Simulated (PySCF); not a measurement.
## Finite-field polarisability of Ga (gallium, neutral)

[Ar] 3d10 4s2 4p1, 2P determinant. Calculation: PySCF 2.14, in aug-cc-pVTZ-PP with one added diffuse shell each of s, d, f type with ECP10MDF (7s5p5d3f, 68 functions); scalar relativity through the core potential. Frozen: 3s2 3p6 3d10. Energy changes in a uniform field (μhartree):

| axis | F (au) | HF | MP2 | CCSD | CCSD(T) |
| --- | --- | --- | --- | --- | --- |
| x | 0.0021 | -100.600 | -99.989 | -98.175 | -98.335 |
| x | 0.0042 | -403.180 | -400.763 | -393.452 | -394.097 |
| y | 0.0016 | -104.834 | -102.597 | -100.835 | -100.860 |
| y | 0.0032 | -421.321 | -412.280 | -405.090 | -405.190 |

By symmetry the remaining axis equals x.

Q: Derive α along x at CCSD(T) from the two fields.

A: With ΔE = −αF²/2 − γF⁴/24, α = −(16 ΔE(F) − ΔE(2F))/(6F²) = 44.57 bohr³.

Q: And the mean polarisability at each level?

A: The components xx, yy, zz at CCSD(T) are 44.57, 78.68, 44.57, the third axis being equal by symmetry to one of the two computed. Means: HF 57.65, MP2 56.89, CCSD 55.88, CCSD(T) 55.94 bohr³. Reference: 50 ± 3 bohr³ (recommended; Schwerdtfeger and Nagle, table of static dipole polarizabilities (2023 update)).

CCSD(T) lies more than 5 % above the reference; correlation of the frozen inner shells, absent here, would lower it.
